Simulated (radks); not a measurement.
Initial-state core-level shifts of neutral praseodymium when its valence configuration changes from [Xe] 4f3 6s2. Calculated with a radial shooting solver on a logarithmic mesh with Libxc functionals: Dirac Kohn-Sham, PBEsol, spin-unpolarised, spherical densities, point nucleus; open shells fill j = l - 1/2 first. Shifts are changes of the shell-averaged eigenvalues in eV (positive: less bound).

valence               2s       2p       3d      5p
4f1 5d2 6s2      -14.340  -14.114  -16.294  -5.013
4f2.5 5d0.5 6s2   -2.979   -2.936   -3.355  -1.199
4f3 6s1 6p1       -1.018   -1.019   -1.003  -1.058
4f4.5 5d0.5       +1.751   +1.708   +2.083  +0.127
4f3 5d0.5 6s1.5   +0.625   +0.625   +0.599  +0.643
4f5               +1.964   +1.905   +2.444  -0.232
4f2 6s2 6p1       -9.581   -9.481  -10.379  -5.281
4f3 6s1.5 6p0.5   -0.517   -0.518   -0.509  -0.539
